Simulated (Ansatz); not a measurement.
Cartesian coordinates (Å):
```xyz
19

B      3.2436    -0.2599     0.3290
C      1.7239    -0.1399     0.1246
C      1.1071     1.1287    -0.0093
C     -0.2664     1.2755    -0.1955
C     -0.8832     2.5543    -0.3298
C     -1.4337     3.6290    -0.4468
C     -1.0425     0.0965    -0.2480
S     -2.7537     0.0065    -0.4686
C     -2.7080    -1.7275    -0.3903
C     -1.4576    -2.2256    -0.2056
C     -0.4637    -1.1897    -0.1185
C      0.9206    -1.2888     0.0672
H      3.9358     0.7309     0.3785
H      3.7548    -1.3510     0.4416
H      1.7248     2.0282     0.0343
H     -1.9145     4.5843    -0.5498
H     -3.6378    -2.2873    -0.4888
H     -1.2323    -3.2900    -0.1317
H      1.3829    -2.2743     0.1689
```
Charge 0, multiplicity 1.

The numbers are results of frozen-core CCSD(T)/cc-pVDZ // PBE0-D3(BJ)/def2-SVP run with Ansatz (a program for electronic structure), not measurements. The restricted HF reference is unstable towards unrestricted orbitals.

The HF energy comes out as -804.92831 Ha and the MP2 correlation energy comes out as -1.49433 Ha.

Question: Estimate the CCSD correlation energy, the (T) correction, the total energy and the T1 diagnostic.

Answer: 
```
Item                             Value
-----------------------  -------------
CCSD correlation energy    -1.54938 Ha
(T) correction             -0.07530 Ha
CCSD(T) total energy     -806.55299 Ha
T1 diagnostic                    0.013
```
